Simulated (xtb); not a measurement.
Ga(OH)(SiH3)2 (GaH₇OSi₂), SMILES [OH][Ga]([SiH3])[SiH3]. All values are semi-empirical tight-binding results from xtb (GFN2-xTB unless named), good for trends rather than for accurate numbers. Coordinates come from a GFN2-xTB optimisation. The structure was generated by enumeration; whether it is a known compound was not checked. One conformer was computed; it need not be the lowest.

For metal compounds this method's bond lengths and energies can be far off.

```json
{
  "orbital_gap": "3.13 eV",
  "zero_point_energy": "35.4 kcal/mol",
  "G − E(el) at 298.15 K (modified RRHO)": "12.8 kcal/mol"
}
```
